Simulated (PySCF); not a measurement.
Molecule: SMILES NC[SiH2]N, CH$_{8}$N$_{2}$Si.

Bonds (- single, = double, # triple, : aromatic): N1-C2, C2-Si3, Si3-N4. N1 carries H5, H6; C2 carries H7, H8; Si3 carries H9, H10; N4 carries H11, H12.

Frames of a GFN2-xTB Langevin trajectory at 300 K; GIAO PBE0/pcSseg-1 shieldings in PySCF 2.14.0 with density-fitted response routines, gas phase, non-relativistic; equivalent atoms averaged within each frame.

δ = σ(ref) − σ, references computed at the same level: 15N (267.73 ppm) vs NH3; 13C (186.93 ppm), 29Si (349.16 ppm), 1H (31.72 ppm) against TMS. The references are static minima.

Q: How do the shifts (ppm) fluctuate along the trajectory?

A: 
```tsv
time (fs)	N1	N4	C2	Si3	H9/H10	H7/H8	H5/H6	H11/H12
optimised geometry	22.5	1.5	33.1	-32.3	4.66	2.53	0.43	-0.14
250	21.8	0.3	33.3	-30.4	4.92	2.62	0.83	-0.26
425	22.9	-3.2	31.2	-33.2	4.80	2.36	0.39	-0.86
625	28.7	-7.7	29.6	-32.8	6.07	2.86	1.63	-0.47
800	19.1	8.9	33.4	-34.5	4.27	3.25	0.27	-0.02
1000	25.4	5.1	38.8	-30.8	4.73	3.10	1.64	-0.23
mean of frames	23.6	0.7	33.2	-32.4	4.96	2.84	0.95	-0.37
standard deviation	3.7	6.6	3.5	1.7	0.67	0.36	0.66	0.32
```

5 frames give an uncertainty of the mean of about the standard deviation over 2.2 at best, since frames this close in time may not be independent; classical motion lacks zero-point vibration, and the reference would need the same averaging.
